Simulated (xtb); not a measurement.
Input for xtb: GFN2-xTB on CH6SSi (SMILES CS[SiH3]), a point of a torsion scan.

```
$ xtb mol.xyz --gfn 2 --opt vtight --chrg 0 --uhf 0 --input xcontrol
9

C      1.61126265    -0.10911804     0.10152352
S      0.29732787     0.52939968    -0.99303733
Si    -1.59445090     0.10912337    -0.04557106
H      2.11674499    -0.91157831    -0.45953392
H      2.32964403     0.71127243     0.23413535
H      1.20762514    -0.44588165     1.06502986
H     -1.68171729     0.76435841     1.27315881
H     -1.70114469    -1.34420797     0.04514936
H     -2.63069361     0.71565057    -0.87583183
$constrain
  force constant=1.0
  dihedral: 1,2,3,7,60.0
$end
```

Program output:

```
[...]
           -------------------------------------------------
          |                Calculation Setup                |
           -------------------------------------------------



           -------------------------------------------------
          |                 G F N 2 - x T B                 |
           -------------------------------------------------

        Reference                      10.1021/acs.jctc.8b01176
      * Hamiltonian:
        H0-scaling (s, p, d)           1.850000    2.230000    2.230000
        zeta-weighting                 0.500000
      * Dispersion:
        s8                             2.700000
        a1                             0.520000
        a2                             5.000000
        s9                             5.000000
      * Repulsion:
        kExp                           1.500000    1.000000
        rExp                           1.000000
      * Coulomb:
        alpha                          2.000000
        third order                    shell-resolved
        anisotropic                    true
        a3                             3.000000
        a5                             4.000000
        cn-shift                       1.200000
        cn-exp                         4.000000
        max-rad                        5.000000


          ...................................................
          :                      SETUP                      :
          :.................................................:
          :  # basis functions                  30          :
          :  # atomic orbitals                  28          :
          :  # shells                           14          :
          :  # electrons                        20          :
          :  max. iterations                   250          :
          :  Hamiltonian                  GFN2-xTB          :
          :  restarted?                      false          :
          :  GBSA solvation                  false          :
          :  PC potential                    false          :
          :  electronic temp.          300.0000000     K    :
          :  accuracy                    1.0000000          :
          :  -> integral cutoff          0.2500000E+02      :
          :  -> integral neglect         0.1000000E-07      :
          :  -> SCF convergence          0.1000000E-05 Eh   :
          :  -> wf. convergence          0.1000000E-03 e    :
          :  Broyden damping             0.4000000          :
          :  net charge                          0          :
          :  unpaired electrons                  0          :
          ...................................................

 iter      E             dE          RMSdq      gap      omega  full diag
   1    -10.1663952 -0.101664E+02  0.798E+00    5.30       0.0  T
   2    -10.2740211 -0.107626E+00  0.269E+00    3.91       1.0  T
   3    -10.2771051 -0.308399E-02  0.229E+00    4.32       1.0  T
   4    -10.2787313 -0.162620E-02  0.882E-01    4.15       1.0  T
   5    -10.2781244  0.606912E-03  0.783E-01    4.21       1.0  T
   6    -10.2788532 -0.728801E-03  0.167E-01    4.13       1.0  T
   7    -10.2788953 -0.420825E-04  0.417E-02    4.11       1.0  T
   8    -10.2788973 -0.200083E-05  0.189E-02    4.11       1.8  T
   9    -10.2788974 -0.133709E-06  0.115E-02    4.11       2.9  T
  10    -10.2788974  0.240874E-09  0.352E-03    4.11       9.5  T
  11    -10.2788975 -0.414016E-07  0.108E-03    4.11      31.0  T
  12    -10.2788975 -0.279165E-08  0.230E-04    4.11     144.9  T
  13    -10.2788975 -0.253859E-10  0.963E-05    4.11     346.1  T

   *** convergence criteria satisfied after 13 iterations ***

         #    Occupation            Energy/Eh            Energy/eV
      -------------------------------------------------------------
         1        2.0000           -0.7420684             -20.1927
       ...           ...                  ...                  ...
         4        2.0000           -0.5027999             -13.6819
         5        2.0000           -0.4964027             -13.5078
         6        2.0000           -0.4709203             -12.8144
         7        2.0000           -0.4490539             -12.2194
         8        2.0000           -0.4395280             -11.9602
         9        2.0000           -0.4052864             -11.0284
        10        2.0000           -0.3637911              -9.8993 (HOMO)
        11                         -0.2128254              -5.7913 (LUMO)
        12                         -0.2037824              -5.5452
        13                         -0.1846975              -5.0259
        14                         -0.1687396              -4.5916
        15                         -0.0871677              -2.3720
       ...                                ...                  ...
        28                          0.7046584              19.1747
      -------------------------------------------------------------
                  HL-Ga
[...]
0 d,  0 h,  0 min,  0.003 sec
 SCC setup                      ...        0 min,  0.000 sec (  2.132%)
 Dispersion                     ...        0 min,  0.000 sec (  0.612%)
 classical contributions        ...        0 min,  0.000 sec (  0.335%)
 integral evaluation            ...        0 min,  0.001 sec ( 24.612%)
 iterations                     ...        0 min,  0.001 sec ( 25.883%)
 molecular gradient             ...        0 min,  0.001 sec ( 43.831%)
 printout                       ...        0 min,  0.000 sec (  2.323%)

         :::::::::::::::::::::::::::::::::::::::::::::::::::::
         ::                     SUMMARY                     ::
         :::::::::::::::::::::::::::::::::::::::::::::::::::::
         :: total energy             -10.193875743635 Eh    ::
         :: gradient norm              0.000173123709 Eh/a0 ::
         :: HOMO-LUMO gap              4.250813286128 eV    ::
         ::.................................................::
         :: SCC energy               -10.291506252374 Eh    ::
         :: -> isotropic ES            0.018766324303 Eh    ::
         :: -> anisotropic ES          0.002127503269 Eh    ::
         :: -> anisotropic XC          0.005626384530 Eh    ::
         :: -> dispersion             -0.005022696914 Eh    ::
         :: repulsion energy           0.097630501330 Eh    ::
         :: add. restraining           0.000000007410 Eh    ::
         :: total charge               0.000000000000 e     ::
         :::::::::::::::::::::::::::::::::::::::::::::::::::::

           -------------------------------------------------
          |                Property Printout                |
           -------------------------------------------------

    * Orbital Energies and Occupations

         #    Occupation            Energy/Eh            Energy/eV
      -------------------------------------------------------------
         1        2.0000           -0.7456661             -20.2906
         2        2.0000           -0.6772200             -18.4281
         3        2.0000           -0.6035501             -16.4234
         4        2.0000           -0.5023409             -13.6694
         5        2.0000           -0.4997758             -13.5996
         6        2.0000           -0.4730821             -12.8732
         7        2.0000           -0.4486764             -12.2091
         8        2.0000           -0.4443239             -12.0907
         9        2.0000           -0.4068503             -11.0710
        10        2.0000           -0.3659412              -9.9578 (HOMO)
        11                         -0.2097267              -5.7070 (LUMO)
        12                         -0.1978992              -5.3851
        13                         -0.1906404              -5.1876
        14                         -0.1740602              -4.7364
        15                         -0.0865266              -2.3545
        16                         -0.0679322              -1.8485
        17                         -0.0410174              -1.1161
        18                          0.0142268               0.3871
        19                          0.0415307               1.1301
        20                          0.0505728               1.3762
        21                          0.1384466               3.7673
       ...                                ...                  ...
        28                          0.6876633              18.7123
      -------------------------------------------------------------
                  HL-Gap            0.1562145 Eh            4.2508 eV
             Fermi-level           -0.2878339 Eh           -7.8324 eV

     #   Z          covCN         q      C6AA      α(0)
     1   6 C        3.746    -0.041    21.385     6.596
     2  16 S        1.845    -0.344   156.088    21.028
     3  14 Si       3.637     0.479    98.151    19.001
     4   1 H        0.925     0.042     2.420     2.433
     5   1 H        0.925     0.062     2.173     2.305
     6   1 H        0.925     0.042     2.420     2.433
     7   1 H        0.919    -0.080     4.912     3.466
     8   1 H        0.919    -0.080     4.919     3.469
     9   1 H        0.922    -0.080     4.906     3.464

 Mol. C6AA /au·bohr⁶  :       1449.739125
 Mol. C8AA /au·bohr⁸  :      54738.978090
 Mol. α(0) /au        :         64.195523


Wiberg/Mayer (AO) data.
largest (>0.10) Wiberg bond orders for each atom

 ---------------------------------------------------------------------------
     #   Z sym  total        # sym  WBO       # sym  WBO       # sym  WBO
 ---------------------------------------------------------------------------
     1   6 C    3.980 --     2 S    1.009     6 H    0.989     4 H    0.989
                             5 H    0.984
     2  16 S    2.123 --     1 C    1.009     3 Si   0.990
     3  14 Si   3.688 --     2 S    0.990     9 H    0.897     7 H    0.893
                             8 H    0.893
     4   1 H    0.998 --     1 C    0.989
     5   1 H    0.996 --     1 C    0.984
     6   1 H    0.998 --     1 C    0.989
     7   1 H    0.994 --     3 Si   0.893
     8   1 H    0.994 --     3 Si   0.893
     9   1 H    0.994 --     3 Si   0.897
 ---------------------------------------------------------------------------

Topologies differ in total number of bonds
Writing topology from bond orders to xtbtopo.mol

molecular dipole:
                 x           y           z       tot (Debye)
 q only:       -0.333      -0.411       0.588
   full:       -0.275      -0.590       0.836       2.693
molecular quadrupole (traceless):
                xx          xy          yy          xz          yz          zz
 q only:        3.705      -0.693      -1.456       0.764       1.244      -2.249
  q+dip:        2.865      -1.185      -0.480       1.569       2.880      -2.385
   full:        4.566      -1.240      -1.558       1.530       2.200      -3.008

           -------------------------------------------------
          |                Geometry Summary                 |
           -------------------------------------------------

      molecular mass/u    :       78.2086665
   center of mass at/Å    :       -0.1902310       0.3169651      -0.3943477
  moments of inertia/u·Å² :        0.3581214E+02   0.1197508E+03   0.1465959E+03
rotational constants/cm⁻¹ :        0.4707239E+00   0.1407727E+00   0.1149939E+00

 * 7 selected distances

     #   Z          #   Z                                           value/Å
     2  16 S        3  14 Si                                      2.1403418 (max)
     1   6 C        4   1 H                                       1.0855620
     1   6 C        5   1 H                                       1.0845516 (min)
     1   6 C        6   1 H                                       1.0856052
     3  14 Si       7   1 H                                       1.4598381
     3  14 Si       8   1 H                                       1.4597809
     3  14 Si       9   1 H                                       1.4495195

 * 3 distinct bonds (by element types)

   Z      Z             #   av. dist./Å        max./Å        min./Å
   1 H    6 C           3     1.0852396     1.0856052     1.0845516
   1 H   14 Si          3     1.4563795     1.4598381     1.4495195
  14 Si  16 S           1     2.1403418     2.1403418     2.1403418


optimized geometry written to: xtbopt.xyz


           -------------------------------------------------
          | TOTAL ENERGY              -10.193875743635 Eh   |
          | GRADIENT NORM               0.000173123709 Eh/α |
          | HOMO-LUMO GAP               4.250813286128 eV   |
Note: The following floating-point exceptions are signalling: IEEE_UNDERFLOW_FLAG IEEE_DENORMAL
normal termination of xtb
           -------------------------------------------------

------------------------------------------------------------------------
------------------------------------------------------------------------
 total:
 SCF:
 ANC optimizer:
```

The run finished.

Warnings raised: the energy holds the restraint's term.

Cost: very roughly 0.17 core-seconds.
